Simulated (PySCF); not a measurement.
C₂H₆GeN₂.
SMILES with atom numbers: `[N:1]#[C:2][CH2:3][GeH2:4][NH2:5]` (hydrogens: H6, H7 on C3; H8, H9 on Ge4; H10, H11 on N5)

Theory: PySCF 2.14.0, PBE0-D3(BJ)/def2-SVP geometry optimisation, gas phase.

**Question.** What internal coordinates does the optimisation give?

**Answer.** 
| bond | length (Å) |
| --- | --- |
| N1≡C2 | 1.159 |
| C2–C3 | 1.445 |
| C3–Ge4 | 1.980 |
| Ge4–N5 | 1.827 |
| C3–H6, C3–H7 | 1.101 |
| Ge4–H8 | 1.537 |
| Ge4–H9 | 1.546 |
| N5–H10, N5–H11 | 1.017 |

Bonds in one row agree within 0.01 Å and their mean is given. A selection of angles:
| angle | degrees |
| --- | --- |
| N1–C2–C3 | 176.4 |
| C2–C3–Ge4 | 109.5 |
| C2–C3–H6 | 109.8 |
| Ge4–C3–H6 | 108.4 |
| Ge4–C3–H7 | 110.3 |
| H6–C3–H7 | 108.5 |
| C3–Ge4–N5 | 104.3 |
| C3–Ge4–H8 | 109.6 |
| C3–Ge4–H9 | 107.5 |
| N5–Ge4–H8 | 108.2 |
| N5–Ge4–H9 | 116.4 |
| H8–Ge4–H9 | 110.6 |
| Ge4–N5–H10 | 115.7 |
| Ge4–N5–H11 | 114.3 |
| H10–N5–H11 | 109.0 |

Dihedral angles: C2–C3–Ge4–N5 -54° (synclinal). The mirror-image conformer, all signs reversed, is as good.

N5 (nitrogen bonded to Ge and 2 H) is pyramidal (angles 115.7°, 114.3° and 109.0°, sum 339.0°, 0.32 Å off the plane of its three neighbours). Of the pairs four or more bonds apart, C2···H11 is among the closest relative to their van der Waals radii: 3.00 Å, 104 % of the sum of Bondi's values. Ge4 (germanium bonded to C, N and 2 H) is distorted tetrahedral (angles from 104.3° to 116.4°).

Point group: C1 (no symmetry element, even within 0.4 Å). No frequency check. The numbers are those of one conformer (C2–C3–Ge4–N5 -54°, C3–Ge4–N5–H -170° and 63°).
